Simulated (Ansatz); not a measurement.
Isolated molecules relaxed with PBE0-D4/def2-TZVP in Ansatz; ΔE leaves out vibrations. CCSD(T)/CBS is the MP2 limit (def2-TZVPP, def2-QZVPP) plus CCSD(T) − MP2 in def2-TZVPP, frozen cores. This one scheme is used for every species. Functionals use def2-TZVPP. For Ge outer-core shells are correlated without core-valence functions, which leaves a few kJ/mol of doubt a bond. Scalar relativity is left out up to krypton. Each species was taken in one conformer, which may not be the lowest.

`C[NH][GeH2][SiH3]` + HCl → `C[NH][GeH2][Cl]` + SiH₄  (cleavage of the Ge–Si bond)

Problem. Is it downhill or uphill in electronic energy at CCSD(T)/CBS, and by how much? (An estimate is asked.)

Solution. The calculation gave: Downhill: ΔE = -79.0 kJ/mol.

Problem. What do these levels give: r2SCAN-D4, PBE0-D4, ωB97X-V, ωB97M-V, PBE, r2SCAN, HF/def2-TZVPP, CCSD(T)/def2-TZVPP, HF/def2-QZVPP, SCS-MP2/def2-QZVPP, MP2/CBS(def2), CCSD/CBS(def2)? (An estimate is asked.)

Solution. Ansatz gave: r2SCAN-D4 -80.0, PBE0-D4 -74.1, ωB97X-V -84.4, ωB97M-V -84.8, PBE -71.7, r2SCAN -80.9, HF/def2-TZVPP -106.4, CCSD(T)/def2-TZVPP -79.8, HF/def2-QZVPP -106.9, SCS-MP2/def2-QZVPP -89.9, MP2/CBS(def2) -85.8, CCSD/CBS(def2) -80.9 kJ/mol.

Largest T1 diagnostic among the species: 0.012.

The D4 term adds +3.4 kJ/mol with B3LYP and +2.2 kJ/mol with PBE0; it sums over pairs of atoms, weighted by their polarisabilities, and B3LYP, whose exchange is more repulsive, gets the larger term. From PBE to PBE0 (25 % exact exchange), in def2-TZVPP and without D4, ΔE moves by −4.6 kJ/mol.

B3LYP here is the variant with VWN-RPA as its local correlation; programs differ in this.
